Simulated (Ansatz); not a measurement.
Ideal-gas functions of `[OH][Ti]([F])([F])[F]` at 600 K and 1 bar, from an Ansatz frequency run at PBE0-D4/def2-TZVP.

Molar mass 121.87 g/mol, point group Cs (symmetry number 1), electronic degeneracy 1, moments of inertia 151.557, 154.851, 155.293 u Å². Harmonic wavenumbers (cm⁻¹, unscaled): 70, 193, 196, 204, 226, 229, 315, 722, 788, 799, 841, 3941.

Use S(trans) = R[1.5 ln M + 2.5 ln T − 1.1517]; rotational temperatures θ = 24.2544 K / I; S(rot) = R[ln(√π/σ · √(T³/θAθBθC)) + 1.5]; for each mode x = 1.438777 ν̃/T, S = R[x/(eˣ − 1) − ln(1 − e⁻ˣ)] and H = RT x/(eˣ − 1); 1 cm⁻¹ = 0.0119627 kJ/mol; R = 8.31446 J/(mol·K).

By hand: the entropy, in J/(mol·K).

Translation 183.3. Rotation: θ = 0.16, 0.1566, 0.1562 K, giving 120.1. Vibration, mode by mode: 23.16, 14.79, 14.67, 14.34, 13.51, 13.40, 10.84, 4.72, 4.16, 4.07, 3.76, 0.01, in all 121.4. Electronic 0.0. Sum 424.8 J/(mol·K).

By hand: H − E and G − E in kJ/mol, counted from the electronic energy.

Zero-point energy ½ × 8524 × 0.0119627 = 51.0; thermal vibration 33.9; translation, rotation and pV give 4 RT = 20.0. H − E = 104.9 kJ/mol, and G − E = 104.9 − 600 × 424.8/1000 = -150.0 kJ/mol.

Vibration gives 29 % of the entropy, 23.2 J/(mol·K) of it from the mode under 150 cm⁻¹: soft modes count most, and the harmonic formula is weakest for them. The sum counts one conformer and one mirror image; others add a mixing term.
